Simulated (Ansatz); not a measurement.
Consider the isomerisation: `CS[SiH](F)Cl` → `FC[SiH](S)Cl`.

Program: Ansatz. Geometries: PBE0-D4/def2-TZVP. ΔE: electronic, gas phase. CBS: MP2 limit from def2 TZ/QZ plus the TZ coupled-cluster correction, frozen cores. Functionals use def2-TZVPP. B3LYP here is the variant with VWN-RPA as its local correlation; programs differ in this. Each species was taken in one conformer, which may not be the lowest.

(1) Is it downhill or uphill in electronic energy at CCSD(T)/CBS, and by how much? (Best estimate.)

(2) What do these levels give: PBE-D4, B3LYP-D4, ωB97X-V, ωB97M-V, B2PLYP, PBE, HF/def2-TZVPP, MP2/def2-TZVPP, SCS-MP2/def2-TZVPP, MP2/def2-QZVPP, MP2/CBS(def2), CCSD/CBS(def2)? (An estimate is asked.)

Largest T1 diagnostic among the species: 0.011.

Results:

(1) Ansatz gave: Uphill: ΔE = +2.14 eV.

(2) Computed: PBE-D4 1.97, B3LYP-D4 2.05, ωB97X-V 2.04, ωB97M-V 2.07, B2PLYP 2.11, PBE 1.96, HF/def2-TZVPP 2.11, MP2/def2-TZVPP 2.21, SCS-MP2/def2-TZVPP 2.16, MP2/def2-QZVPP 2.25, MP2/CBS(def2) 2.26, CCSD/CBS(def2) 2.14 eV.

From PBE to PBE0 (25 % exact exchange), in def2-TZVPP and without D4, ΔE moves by +0.05 eV.
